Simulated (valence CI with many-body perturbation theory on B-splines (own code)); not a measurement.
# E1 line list for Sb³⁷⁺

Computed by configuration interaction combined with many-body perturbation theory (CI+MBPT): four valence electrons over a frozen Dirac-Fock core [Ne], a basis of 11 s, 11 p, 9 d, 7 f, 5 g, 2 h, 1 i functions for each j, with the one-electron correlation potential Σ1 (screened to all orders), the two-electron term Σ2, the three-electron term Σ3, Breit, model QED; selected single and double excitations, second order for the rest (own B-spline code, finite nucleus).

No measured spectrum was set against this ion. As an estimate, large intervals hold to a few tenths of a per cent, small ones and those within an open d or f shell to about a per cent.

Lines 151 to 200 of 227 in falling wavelength, among levels below 3301.8 × 10³ cm⁻¹, chosen from the strongest by gf and those to the six lowest levels. Wavelengths and rates use the calculated energies. Electric multipoles are in the length gauge, E1 and E2 with the static RPA response of the core. Weak lines are less certain than strong ones. Lines between different terms over intervals too small for the method are left out, as are lines whose strength nearly cancels. Where a level lies close to another of its J and parity, the split of strength between their lines is uncertain. The highest levels of a list are the least certain.

Levels are named by their leading jj configuration (3d3/2^4 stands for four electrons in 3d with j = 3/2), which in mixed levels can hold well under half, so a name can repeat and another be missing. Letters in brackets count levels of one name in rising energy.

```tsv
λ vac (nm)	Upper	Lower	A (s⁻¹)	log gf	Branch %
7.033	(3s 3p1/2 3p3/2 3d5/2) J=2 [d]	(3s^2 3p1/2 3d5/2) J=3	1.69e+11	-0.20	45.6
7.011	(3s 3p1/2 3p3/2 3d5/2) J=2 [d]	(3s^2 3p1/2 3d5/2) J=2	5.24e+10	-0.71	14.1
6.998	(3s 3p3/2^3) J=2	(3s^2 3p3/2^2) J=2	2.96e+11	0.04	99.3
6.969	(3s 3p1/2 3p3/2 3d5/2) J=2 [c]	(3s^2 3p1/2 3d3/2) J=1	3.13e+10	-0.94	15.8
6.966	(3s 3p1/2 3p3/2 3d3/2) J=1 [c]	(3s^2 3p1/2 3d3/2) J=2	2.33e+11	-0.29	78.3
6.952	(3s 3p1/2 3p3/2^2) J=1 [b]	(3s^2 3p1/2 3p3/2) J=2	2.22e+11	-0.32	65.4
6.925	(3s 3p1/2 3p3/2^2) J=2 [b]	(3s^2 3p1/2 3p3/2) J=1	4.87e+10	-0.76	22.7
6.924	(3s 3p3/2^3) J=1	(3s^2 3p3/2^2) J=0	2.39e+11	-0.29	53.7
6.880	(3s 3p1/2 3p3/2 3d5/2) J=3 [c]	(3s 3p1/2 3p3/2^2) J=2 [a]	8.83e+10	-0.36	39.5
6.851	(3p1/2 3p3/2^3) J=2	(3s^2 3p1/2 3d5/2) J=2	2.96e+10	-0.98	9.6
6.839	(3s 3p1/2 3p3/2 3d3/2) J=2 [a]	(3s 3p1/2^2 3p3/2) J=2	1.03e+09	-2.44	1.6
6.752	(3s 3p1/2 3p3/2 3d5/2) J=2 [d]	(3s^2 3p1/2 3d3/2) J=1	8.28e+09	-1.55	2.2
6.729	(3s 3p1/2 3p3/2^2) J=1 [b]	(3s^2 3p1/2 3p3/2) J=1	1.08e+11	-0.66	31.8
6.689	(3s 3p1/2 3p3/2 3d5/2) J=3 [c]	(3s^2 3p1/2 3d3/2) J=2	6.65e+09	-1.51	3.0
6.683	(3s 3p1/2 3p3/2 3d3/2) J=1 [a]	(3s 3p1/2^2 3p3/2) J=2	4.59e+09	-2.04	51.2
6.665	(3p1/2 3p3/2^3) J=1	(3s^2 3p1/2 3d5/2) J=2	5.49e+10	-0.96	11.4
6.650	(3p1/2 3p3/2^3) J=1	(3s 3p1/2 3p3/2^2) J=0	9.37e+10	-0.73	19.5
6.628	(3s 3p1/2 3p3/2 3d3/2) J=2 [c]	(3s 3p1/2^2 3p3/2) J=1	3.42e+10	-0.95	29.3
6.617	(3s 3p1/2 3p3/2 3d5/2) J=2 [c]	(3s 3p1/2 3p3/2^2) J=3	1.69e+10	-1.26	8.5
6.608	(3s 3p1/2 3p3/2 3d3/2) J=1 [d]	(3s^2 3p1/2 3d3/2) J=2	4.16e+10	-1.09	9.2
6.604	(3s 3p1/2 3p3/2 3d5/2) J=3 [e]	(3s 3p1/2 3p3/2^2) J=3	8.68e+09	-1.40	3.2
6.591	(3s 3p1/2 3p3/2 3d3/2) J=3 [a]	(3s 3p1/2^2 3p3/2) J=2	9.88e+09	-1.35	65.0
6.554	(3s 3p1/2 3p3/2 3d3/2) J=2 [b]	(3s 3p1/2^2 3p3/2) J=2	4.11e+10	-0.88	36.1
6.453	(3s 3p3/2^3) J=1	(3s^2 3p3/2^2) J=2	2.05e+11	-0.42	46.1
6.440	(3s 3p1/2 3p3/2 3d5/2) J=1 [a]	(3s 3p1/2^2 3p3/2) J=1	1.14e+10	-1.67	13.2
6.421	(3s 3p1/2 3p3/2 3d5/2) J=2 [d]	(3s 3p1/2 3p3/2^2) J=3	2.39e+10	-1.13	6.5
6.371	(3s 3p1/2 3p3/2 3d3/2) J=2 [e]	(3s^2 3p1/2 3d3/2) J=2	9.63e+10	-0.53	20.8
6.169	(3s 3p3/2^2 3d5/2) J=4	(3s 3p1/2 3p3/2^2) J=3	4.93e+10	-0.60	98.0
6.122	(3s 3p1/2 3p3/2 3d3/2) J=1 [c]	(3s 3p1/2^2 3p3/2) J=1	4.68e+10	-1.10	15.8
6.091	(3s^2 3p3/2 3d5/2) J=2	(3s^2 3p1/2 3p3/2) J=2	2.21e+08	-3.21	34.9
6.030	(3s 3p1/2 3p3/2 3d3/2) J=2 [c]	(3s 3p1/2^2 3p3/2) J=2	7.23e+09	-1.71	6.2
6.023	(3s 3p1/2 3p3/2 3d5/2) J=3 [a]	(3s 3p1/2^2 3p3/2) J=2	1.64e+11	-0.21	85.6
6.001	(3p1/2 3p3/2^3) J=2	(3s 3p1/2 3p3/2^2) J=2 [a]	4.39e+10	-0.93	14.2
5.919	(3s^2 3p3/2 3d5/2) J=2	(3s^2 3p1/2 3p3/2) J=1	3.81e+08	-3.00	60.1
5.912	(3s 3p1/2 3p3/2 3d5/2) J=2 [a]	(3s 3p1/2^2 3p3/2) J=2	3.48e+10	-1.04	33.3
5.909	(3s^2 3p3/2 3d3/2) J=2	(3s^2 3p1/2 3p3/2) J=2	3.05e+11	-0.10	66.1
5.906	(3s^2 3p3/2 3d3/2) J=1	(3s^2 3p1/2 3p3/2) J=2	4.31e+10	-1.17	11.5
5.889	(3s^2 3p3/2 3d3/2) J=3	(3s^2 3p1/2 3p3/2) J=2	2.93e+11	0.03	97.8
5.874	(3s 3p1/2 3p3/2 3d5/2) J=1 [a]	(3s 3p1/2^2 3p3/2) J=2	3.58e+10	-1.26	41.5
5.858	(3s 3p1/2 3p3/2 3d3/2) J=2 [d]	(3s 3p1/2^2 3p3/2) J=2	2.65e+11	-0.17	94.4
5.858	(3p1/2 3p3/2^3) J=1	(3s 3p1/2 3p3/2^2) J=2 [a]	1.19e+11	-0.73	24.8
5.844	(3s 3p1/2 3p3/2 3d3/2) J=1 [d]	(3s 3p1/2^2 3p3/2) J=1	3.51e+11	-0.27	77.1
5.837	(3s 3p1/2 3p3/2 3d3/2) J=1 [b]	(3s 3p1/2^2 3p3/2) J=2	2.49e+11	-0.42	92.1
5.776	(3s 3p1/2 3p3/2 3d3/2) J=0 [b]	(3s 3p1/2^2 3p3/2) J=1	1.43e+11	-1.14	57.6
5.756	(3s^2 3p1/2 3d3/2) J=1	(3s^2 3p1/2^2) J=0	4.15e+11	-0.21	98.1
5.747	(3s^2 3p3/2 3d3/2) J=2	(3s^2 3p1/2 3p3/2) J=1	1.55e+11	-0.42	33.7
5.745	(3s^2 3p3/2 3d3/2) J=1	(3s^2 3p1/2 3p3/2) J=1	3.31e+11	-0.31	88.1
5.712	(3s 3p1/2 3p3/2 3d5/2) J=3 [b]	(3s 3p1/2^2 3p3/2) J=2	3.59e+10	-0.91	29.4
5.700	(3s^2 3p3/2 3d3/2) J=0	(3s^2 3p1/2 3p3/2) J=1	3.29e+11	-0.80	100.0
5.697	(3s 3p1/2 3p3/2 3d3/2) J=3 [b]	(3s 3p1/2^2 3p3/2) J=2	6.61e+09	-1.65	4.8
```
